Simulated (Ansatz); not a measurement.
Potential energy curve for GeAl (cation, charge +1), lowest triplet found (which spin is the ground state isn't settled by this scan).

Levels of theory: UCCSDT = CCSDT on UHF/aug-cc-pVDZ, cores with 3d frozen (Ansatz, a quantum-chemistry and plane-wave program); UKS-PBE = unrestricted PBE/aug-cc-pVDZ run with Ansatz; FCI = full CI/aug-cc-pVDZ, cores with 3d frozen in Ansatz.

Energies relative to the lowest point of each curve between 2.51 and 3.53 Å, where full CI is lowest, in kJ/mol:

```
R / Å  UCCSDT  UKS-PBE
-----  ------  -------
2.51     27.4     15.6
2.59     16.1      9.4
2.71      5.7      2.1
2.89      0.0      0.0
3.53     15.3     22.6
3.85     27.2     36.0
4.22     39.8     49.3
4.77     54.4     64.0
5.29     63.5     72.7
5.97     70.1     78.0
6.95     74.5     78.7
8.17     76.7     75.5
```

### Question
Predict the corresponding FCI column.

### Answer
2.51: 27.2; 2.59: 15.9; 2.71: 5.6; 2.89: 0.0; 3.53: 15.4; 3.85: 27.4; 4.22: 40.1; 4.77: 54.8; 5.29: 63.9; 5.97: 70.6; 6.95: 75.0; 8.17: 77.2 (kJ/mol).

The scan ran from 1.72 to 8.17 Å; beyond the distances shown full CI changes its symmetry label.
